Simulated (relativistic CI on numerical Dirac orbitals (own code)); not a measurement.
What each ingredient does to the levels of Pd¹¹⁺

Base calculation: Dirac-Coulomb-Breit CI, separate exchange-only KLI orbitals for each configuration, QED by a radiative potential, unscaled Slater integrals.

CI space (outside the closed core [Ar] 3d10): 4s2 4p5, 4s 4p6, 4s2 4p4 4d, 4s 4p5 4d, 4s2 4p4 4f, 4s 4p5 4f, 4p6 4d, 4s2 4p4 5s, 4s 4p4 4d2, 4s2 4p4 5p, 4s2 4p3 4d 4f, 4p5 4d2, 4p4 4d3, 4p4 4d2 4f, 4p4 4d2 5s. Double excitations out of closed p, d and f shells are left out; levels of such configurations are missing from the list, as are those of other unlisted configurations, and high levels can miss mixing partners. These lack a partner that the ground configuration has and come out too high: 4s2 4p4 5p.

The lowest level and the first level of each name with at least 55 % of one term (blank where a level has no safe partner in the second run):

| Level | Base (cm⁻¹) | Shift (cm⁻¹) |
| --- | --- | --- |
| 4s2 4p5 2P°_3/2 | 0 | 0 |
| 4s2 4p5 2P°_1/2 | 44999 | +535 |
| 4s 4p6 2S_1/2 | 305498 | +10332 |
| 4s2 4p4 4d 4D_5/2 | 409187 | +10027 |
| 4s2 4p4 4d 4D_3/2 | 410076 | +10610 |
| 4s2 4p4 4d 4D_7/2 | 412763 | +9664 |
| 4s2 4p4 4d 4F_9/2 | 431466 | +9347 |
| 4s2 4p4 4d 2P_1/2 | 444798 | +14163 |
| 4s2 4p4 4d 4P_1/2 | 448560 | +13985 |
| 4s2 4p4 4d 4F_5/2 | 457600 | +9828 |
| 4s2 4p4 4d 4P_5/2 | 464421 | +13325 |
| 4s2 4p4 4d 2D_5/2 | 479698 | +14278 |
| 4s2 4p4 4d 2G_7/2 | 483787 | +11872 |
| 4s2 4p4 4d 2F_5/2 | 486411 | +14673 |

At this charge energies of transitions that change n are usually good to better than 1 %, and those within a shell (Δn = 0) to a few per cent.

Problem. One thing was changed in a second run, which moved the levels as shown. Which?
A. one mean potential for all configurations
B. only the first 3 configurations
C. Breit term removed
D. QED terms removed

Solution. B. Only the first 3 configurations. With fewer configurations the levels that remain lose their mixing partners.

LS names give the leading component of a level, which can be under half, so a name can repeat, a term be missing and a line seem to break the LS rules.
